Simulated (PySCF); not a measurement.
## From PBE to CCSD(T): MO along the fifth-period p block

PBE and CCSD(T) in PySCF with def2-TZVPP on every atom (core potentials on Sn, Sb, Te, I), for the lowest determinant that a PBE0 search found; no spin–orbit coupling.

| molecule | state (unpaired electrons) | PBE Re (Å) | PBE ωe (cm⁻¹) | PBE De (eV) | CCSD(T) Re (Å) | CCSD(T) ωe (cm⁻¹) | CCSD(T) De (eV) |
| --- | --- | --- | --- | --- | --- | --- | --- |
| SnO | singlet (closed shell) | 1.848 | 806 | 6.17 | ? | ? | ? |
| SbO | doublet (π ↑) | 1.837 | 815 | 4.78 | 1.829 | 819 | 3.85 |
| TeO | triplet (π ↑↑) | 1.844 | 783 | 4.80 | 1.826 | 814 | 3.84 |
| IO | doublet (π ↑) | 1.888 | 683 | 3.18 | 1.882 | 666 | 2.23 |

Problem. Estimate the CCSD(T) values of SnO by adding the mean shift from PBE to CCSD(T) of the other rows, and compare with the calculation.

Solution. The mean shifts are -1.1 pm, +6 cm⁻¹ and -0.95 eV, which give 1.837 Å, 812 cm⁻¹ and 5.22 eV. CCSD(T)/def2-TZVPP gives Re = 1.838 Å, ωe = 823 cm⁻¹, De = 5.49 eV.

Problem. What are the mean differences of PBE from CCSD(T) over the whole series?

Solution. Re +1.1 pm, ωe -9 cm⁻¹, De +0.88 eV.

In a basis of this size CCSD(T) is itself not converged; it tends to give bonds that are too long and too weak.

Correlated steps freeze 5 core orbitals. UHF and ROHF references stand side by side, which adds small steps between rows. Spin–orbit coupling is left out, which matters for elements this heavy, above all for dissociation energies. Where the molecule has an RHF reference, its open-shell atoms are computed with UHF. The CCSD T1 diagnostic is raised in IO, SnO, a sign that a single reference may not be enough there. States were picked by a PBE0 search and need not be the measured ground states.
